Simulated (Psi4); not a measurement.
I3Pb, charge -1, singlet, geometry from GFN2-xTB (such geometries of metal compounds can be far from the true shape) (core potentials on I, Pb) (a gas-phase anion, which may not be bound at this level); CAM-B3LYP/def2-SVP run with Psi4 1.11.

Psi4 was given this input:
```
memory 2 GB

molecule {
-1 1
  Pb   -0.00801113   -0.00941235    0.81054775
  I     0.42898299   -2.52528977   -0.44320013
  I     1.98287322    1.63760001   -0.37950125
  I    -2.39946163    0.90225226   -0.43135362
}

set basis def2-svp

energy('cam-b3lyp')
print_variables()
```

Output, abridged:

```
   => Loading Basis Set <=

    Name: DEF2-SVP
    Role: ORBITAL
    Keyword: BASIS

    !!!  WARNING: ECP capability is in beta. Please check occupations closely.  !!!

         ---------------------------------------------------------
                                   SCF
               by Justin Turney, Rob Parrish, Andy Simmonett
                          and Daniel G. A. Smith
                              RKS Reference
         ---------------------------------------------------------

  ==> Geometry <==

    Molecular point group: c1
    Full point group: C1

    Geometry (in Angstrom), charge = -1, multiplicity = 1:

       Center              X                  Y                   Z               Mass
    ------------   -----------------  -----------------  -----------------  -----------------
         PB          -0.007852811768    -0.009226339264     0.794529439624   207.976652500000
         I            0.429141308232    -2.525103759264    -0.459218440376   126.904471900000
         I            1.983031538232     1.637786020736    -0.395519560376   126.904471900000
         I           -2.399303311768     0.902438270736    -0.447371930376   126.904471900000

  Running in c1 symmetry.

  Rotational constants: A =      0.01158  B =      0.01158  C =      0.00673 [cm^-1]
  Rotational constants: A =    347.06936  B =    347.06936  C =    201.65589 [MHz]
  Nuclear repulsion =  530.207128236522749

  Charge       = -1
  Multiplicity = 1
  Electrons    = 98
  Nalpha       = 49
  Nbeta        = 49

  ==> Algorithm <==

  SCF Algorithm Type is DF.
  DIIS enabled.
  MOM disabled.
  Fractional occupation disabled.
  Guess Type is SAD.
  Energy threshold   = 1.00e-06
  Density threshold  = 1.00e-06
  Integral threshold = 1.00e-12

  ==> Primary Basis <==

  Basis Set: DEF2-SVP
    Blend: DEF2-SVP
    Number of shells: 40
    Number of basis functions: 104
    Number of Cartesian functions: 112
    Spherical Harmonics?: true
    Max angular momentum: 2

  Core potential: DEF2-SVP
    Number of shells: 16
    Number of ECP primitives: 105
    Number of ECP core electrons: 144
    Max angular momentum: 3

  ==> DFT Potential <==

   => LibXC <=

    Version 7.1.2
    S. Lehtola, C. Steigemann, M. J. T. Oliveira, and M. A. L. Marques,  SoftwareX 7, 1–5 (2018) (10.1016/j.softx.2017.11.002)

   => Composite Functional: CAM-B3LYP <=

    CAM-B3LYP Hyb-GGA Exchange-Correlation Functional

    T. Yanai, D. P. Tew, and N. C. Handy,  Chem. Phys. Lett. 393, 51 (2004) (10.1016/j.cplett.2004.06.011)

    Deriv               =              1
    GGA                 =           TRUE
    Meta                =          FALSE

    Exchange Hybrid     =           TRUE
    MP2 Hybrid          =          FALSE

   => Exchange Functionals <=

    0.3500         Becke 88 [omega = 0.3300]
    0.4600   Short-range recipe for B88 functional - erf [omega = 0.3300]

   => Exact (HF) Exchange <=

    0.4600            HF,LR [omega = 0.3300]
    0.1900               HF

   => Correlation Functionals <=

    0.1900   Vosko, Wilk & Nusair (VWN5)
    0.8100   Lee, Yang & Parr

   => LibXC Density Thresholds  <==

    XC_HYB_GGA_XC_CAM_B3LYP:  1.00E-14

   => Molecular Quadrature <=

    Radial Scheme          =       TREUTLER
    Pruning Scheme         =           NONE
    Nuclear Scheme         =       TREUTLER

    Blocking Scheme        =         OCTREE
    BS radius alpha        =              1
    Pruning alpha          =              1
    Radial Points          =             75
    Spherical Points       =            302
    Total Points           =          82499
    Total Blocks           =            754
    Max Points             =            256
    Max Functions          =            100
    Weights Tolerance      =       1.00E-15

   => Loading Basis Set <=

    Name: (DEF2-SVP AUX)
    Role: JKFIT
    Keyword: DF_BASIS_SCF

  ==> Integral Setup <==

  SCF_SUBTYPE=INCORE selected. In-core MEM_DF algorithm will be used.
  Using in-core AOs.

[...]

    J tasked:                   Yes
    K tasked:                   Yes
    wK tasked:                  Yes
    Omega:                3.300E-01
    Algorithm:                 Core
    Schwarz Cutoff:           1E-12
    Mask sparsity (%):       7.5444
    Fitting Condition:        1E-10

   => Auxiliary Basis Set <=

  Basis Set: (DEF2-SVP AUX)
    Blend: DEF2-UNIVERSAL-JKFIT
    Number of shells: 191
    Number of basis functions: 905
    Number of Cartesian functions: 1288
    Spherical Harmonics?: true
    Max angular momentum: 6

  Minimum eigenvalue in the overlap matrix is 1.2730686040E-02.
  Reciprocal condition number of the overlap matrix is 3.6003151528E-03.
    Using symmetric orthogonalization.

  ==> Pre-Iterations <==

  SCF Guess: Superposition of Atomic Densities via on-the-fly atomic UHF (no occupation information).

   -------------------------
    Irrep   Nso     Nmo
   -------------------------
     A        104     104
   -------------------------
    Total     104     104
   -------------------------

  ==> Iterations <==

                           Total Energy        Delta E     RMS |[F,P]|

   @DF-RKS iter SAD: -1075.69888655023306   -1.07570e+03   0.00000e+00
   @DF-RKS iter   1: -1085.68806955685932   -9.98918e+00   8.46558e-03 DIIS/ADIIS
   @DF-RKS iter   2: -1085.98636398242115   -2.98294e-01   6.66427e-03 DIIS/ADIIS
   @DF-RKS iter   3: -1086.21020817186286   -2.23844e-01   7.00514e-04 DIIS/ADIIS
   @DF-RKS iter   4: -1086.21291670719438   -2.70854e-03   3.53214e-04 DIIS/ADIIS
   @DF-RKS iter   5: -1086.21393104728395   -1.01434e-03   5.19535e-05 DIIS
   @DF-RKS iter   6: -1086.21395829908624   -2.72518e-05   1.61382e-05 DIIS
   @DF-RKS iter   7: -1086.21396254534170   -4.24626e-06   3.34811e-06 DIIS
   @DF-RKS iter   8: -1086.21396292327881   -3.77937e-07   1.10612e-06 DIIS
   @DF-RKS iter   9: -1086.21396295099157   -2.77128e-08   1.95728e-07 DIIS
  Energy and wave function converged.

  ==> Post-Iterations <==

   Electrons on quadrature grid:
      Ntotal   =   97.9999738056 ; deviation = -2.619e-05

    Orbital Energies [Eh]
    ---------------------

    Doubly Occupied:

[...]
      49A     -0.131064

    Virtual:

[...]
     104A     56.254897

    Final Occupation by Irrep:
              A
    DOCC [    49 ]
    NA   [    49 ]
    NB   [    49 ]

  @DF-RKS Final Energy: -1086.21396295099157

   => Energetics <=

    Nuclear Repulsion Energy =            530.2071282365227489
    One-Electron Energy =               -2966.3835829893714617
    Two-Electron Energy =                1410.2844553236202501
    DFT Exchange-Correlation Energy =     -60.3219635217632018
    Empirical Dispersion Energy =           0.0000000000000000
    VV10 Nonlocal Energy =                  0.0000000000000000
    Total Energy =                      -1086.2139629509915721

Computation Completed

Properties will be evaluated at   0.000000,   0.000000,   0.000000 [a0]

Properties computed using the SCF density matrix

 Multipole Moments:

 ------------------------------------------------------------------------------------
     Multipole            Electronic (a.u.)      Nuclear  (a.u.)        Total (a.u.)
 ------------------------------------------------------------------------------------

 L = 1.  Multiply by 2.5417464519 to convert [e a0] to [Debye]
 Dipole X            :         -0.2947882            0.2815248           -0.0132634
 Dipole Y            :         -0.3463431            0.3307660           -0.0155771
 Dipole Z            :         29.8224345          -28.4840320            1.3384025
 Magnitude           :                                                    1.3385589

 ------------------------------------------------------------------------------------

  Variable Map:
  ----------------------------------------------------------------------------
[...]
  Array Variable Map:
  ----------------------------------------------------------------------------
[...]
[...]
```
